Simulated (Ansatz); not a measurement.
Geometry optimisation, RKS revPBE/6-31G* (Ansatz 0.2.0).

Input:

```yaml
crystal:
  periodic: [false, false, false]
  atoms:
    - { symbol: Si, position_ang: [0.0, 0.0, 0.0] }
    - { symbol: "N", position_ang: [0.0, 0.0, 1.82] }
    - { symbol: H, position_ang: [-0.877, -0.2713, 2.35] }
    - { symbol: H, position_ang: [0.877, 0.2713, 2.35] }
    - { symbol: H, position_ang: [1.3768, 0.0, -0.4862] }
    - { symbol: C, position_ang: [-0.8808, 1.5259, -0.6227] }
    - { symbol: H, position_ang: [-1.9334, 1.2723, -0.8671] }
    - { symbol: H, position_ang: [-0.8624, 2.3106, 0.1622] }
    - { symbol: H, position_ang: [-0.3704, 1.9025, -1.5336] }
    - { symbol: "N", position_ang: [-0.8572, -1.4851, -0.6061] }
    - { symbol: H, position_ang: [-1.3922, -2.1014, 0.0704] }
    - { symbol: H, position_ang: [-0.8219, -1.7344, -1.6357] }
basis:
  gaussian: { orbitals: "6-31G*" }
hamiltonian:
  xc: revpbe
relax:
  f_tol: 0.02
  max_steps: 40
```

Launched with:

```bash
$ ansatz run input.yaml --threads 1 --pin off --max-ram 2048MiB --backend cpu --events-out ev --progress --plain --runs-dir out
```

Where does it end, and by what steps?

It converged. After 12 steps the energy has fallen by 0.724 eV; H11 moved furthest, 0.92 Å.

| step | energy less start (eV) | largest force component (eV/Å) | accepted |
| --- | --- | --- | --- |
| 0 | 0.0000 | 1.777 | yes |
| 1 | -0.3868 | 1.104 | yes |
| 2 | -0.5397 | 0.277 | yes |
| 3 | -0.6048 | 0.360 | yes |
| 4 | -0.6292 | 1.137 | yes |
| 5 | -0.6854 | 0.268 | yes |
| 6 | -0.7055 | 0.404 | yes |
| 7 | -0.7210 | 0.116 | yes |
| 8 | -0.7211 | 0.159 | yes |
| 9 | -0.7239 | 0.022 | yes |
| 10 | -0.7241 | 0.042 | yes |
| 11 | -0.7241 | 0.084 | no |
| 12 | -0.7244 | 0.008 | yes |

```xyz
12
Properties=species:S:1:pos:R:3
Si -0.047 -0.036 0.104
N -0.091 -0.230 1.846
H -0.993 -0.186 2.322
H 0.624 0.251 2.393
H 1.439 0.048 -0.175
C -0.864 1.501 -0.664
H -1.944 1.544 -0.436
H -0.397 2.425 -0.276
H -0.750 1.514 -1.764
N -0.923 -1.411 -0.538
H -0.584 -2.343 -0.293
H -1.212 -1.387 -1.518
```

Whether the end is a true minimum wasn't checked by a vibrational analysis.

Time of the run: 42 s on 1 thread of Arm Neoverse V2 (shared host), peak memory 0.12 GiB.
